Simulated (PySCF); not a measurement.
# Molecular orbitals of RbBe

LC-ωPBE at R = 3.540 Å; Rb x2c-SVPall, Be x2c-SVPall; spin-free X2C with a Gaussian nucleus (PySCF 2.14). State: ²Σ⁺ (doublet), unpaired electrons σ ↑. Only the outer orbitals are listed, counted within each symmetry.

```
spin  orbital  occ.  ε (eV)  on Rb (%)            main shells (%)
   α       8σ     1  -38.87         99                    99 Rb s
   α       4π     1  -21.47        100                   100 Rb p
   α       4π     1  -21.47        100                   100 Rb p
   α       9σ     1  -21.42        100                   100 Rb p
   α      10σ     1   -8.34         15                    85 Be s
   α      11σ     1   -4.23         65           64 Rb s, 35 Be p
   α      12σ     0   -0.02         80  46 Rb s, 31 Rb p, 20 Be p
   α       5π     0    0.65         70  50 Rb p, 30 Be p, 20 Rb d
   α       5π     0    0.65         70  50 Rb p, 30 Be p, 20 Rb d
   β       8σ     1  -38.84         99                    99 Rb s
   β       4π     1  -21.42        100                   100 Rb p
   β       4π     1  -21.42        100                   100 Rb p
   β       9σ     1  -21.36        100                   100 Rb p
   β      10σ     1   -7.83          7                    89 Be s
   β      11σ     0   -0.08         98                    90 Rb s
   β       5π     0    0.85         75  64 Rb d, 25 Be p, 10 Rb p
   β       5π     0    0.85         75  64 Rb d, 25 Be p, 10 Rb p
```

Problem. Which are the highest filled and the lowest empty level, where do they sit, and how wide is the gap?

Solution. Highest filled α 11σ at -4.23 eV (in %: 64 Rb s, 35 Be p); lowest empty β 11σ at -0.08 eV (in %: 90 Rb s); the gap at LC-ωPBE is 4.15 eV.

```
bond order (Mayer)                               : 0.60
⟨S²⟩                                             : 0.799
charge on Rb (Mulliken, basis-dependent)         : 0.15
charge on Rb (Löwdin, basis-dependent)           : 0.08
dipole moment (positive dipole means Rb(−)Be(+)) : -5.87 D
```

Spin–orbit coupling is left out. The state is the lowest determinant that a PBE0 search found; another state may lie lower at other levels.
